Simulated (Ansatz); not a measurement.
System: sum formula Sn2OH5, charge -1, multiplicity 1. It need not be the lowest isomer of its formula. Whether it binds its extra electron was not tested at this geometry. 
Coordinates optimised at B3LYP-D3(BJ)/def2-TZVP (Ansatz, an electronic-structure program):
```xyz
8

O      0.4366    -0.6573     0.4573
Sn    -1.5927    -0.9015    -0.0810
H     -1.4045    -0.1851    -1.7481
H     -2.1330     0.7195     0.5541
Sn     1.4818     0.9114     0.0366
H      0.8131     2.3721     0.6819
H      1.7132     1.1337    -1.6657
H      3.0663     0.7224     0.7388
```
Charge -1, spin multiplicity 1.

Basis-set convergence of Hartree-Fock and CCSD(T) correlation energies (hartree) with Ansatz. Correlated levels leave the core frozen unless marked. No spin-orbit coupling. Frozen are the shells of the preceding noble gas and the d and f shells that filled before the atom's block. Past Kr the def2 sets carry scalar-relativistic core potentials. This anion needs diffuse functions, which these sets lack.

| basis | functions | E(HF) | E(corr, CCSD(T)) |
|---|---|---|---|
| def2-SVP | 91 | -504.39261 | -0.42925 |
| def2-TZVPP | 201 | -504.51717 | -0.53790 |
| def2-QZVPP | 371 | ___ | ___ |

Q: Fill in the missing entries.

A: 
- def2-QZVPP, E(HF): -504.52611
- def2-QZVPP, E(corr, CCSD(T)): -0.57295
